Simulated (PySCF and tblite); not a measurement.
The numbers below are computed, except where a source is named.
System: C₄H₉FGe, numbered as in [F:1][C@@H:2]1[CH2:3][CH2:4][GeH2:5][CH2:6]1.

For the inversion of the 5-membered ring (2–3–4–5–6): electronic barrier 5.06 kcal/mol, zero-point change -0.14 kcal/mol, thermal and entropy terms at 200 K a further 0.19 kcal/mol (symmetry numbers apart). The minimum is C1, the saddle C1. The path came from a restrained scan, a climbing-image band and a saddle search at GFN2-xTB; energies are PBE0/pcSseg-1 + D3(BJ), IEF-PCM chloroform//GFN2-xTB, thermal terms GFN2-xTB. Rates follow Eyring's equation with the number of equivalent paths and no tunnelling. Run with tblite and PySCF.

(1) How many equivalent paths lead out of the minimum?

(2) Work out the rate at 200 K.

Spin–orbit effects of heavy atoms on shieldings are missing.

Answers

(1) 1: the symmetry number of the minimum is 1, that of the saddle displaced along its mode 1.

(2) ΔG‡ = 5.11 kcal/mol; k_B T/h = 4.2×10¹² s⁻¹; exp(−ΔG‡/RT) = 2.6×10⁻⁶; times 1 gives k = 1.1×10⁷ s⁻¹. Wigner's tunnelling factor for the 71i cm⁻¹ mode would be 1.01.
